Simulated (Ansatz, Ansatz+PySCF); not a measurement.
```yaml
atoms:
  - { symbol: C, position_ang: [-0.2161, 0.0164, -0.3972] }
  - { symbol: C, position_ang: [-0.9758, -0.3428, 0.7181] }
  - { symbol: C, position_ang: [1.1666, 0.2873, -0.3618] }
  - { symbol: H, position_ang: [-0.7188, 0.1260, -1.3322] }
  - { symbol: H, position_ang: [-2.0347, -0.5079, 0.5895] }
  - { symbol: H, position_ang: [-0.5187, -0.4597, 1.6987] }
  - { symbol: H, position_ang: [1.6789, 0.5631, -1.2507] }
  - { symbol: H, position_ang: [1.7204, 0.1924, 0.5452] }
```

Basis set: def2-SVP (spherical functions). Frozen core: 3 orbitals. Charge 0, multiplicity 2.

Computed with Ansatz (development build ahead of 0.2.0); each method stands on the lowest determinant of its kind that the runs found.

(1) Give the atomization energy at this shape (free ground-state atoms in the same class of orbitals less the molecule, no zero-point energy) of doublet C3H5 by UHF-MP2, UHF.

Results:

(1)

| method | atomization energy |
| --- | --- |
| UHF-MP2 | 733.91 kcal/mol |
| UHF | 597.88 kcal/mol |

Caution: the unrestricted determinant is spin contaminated.
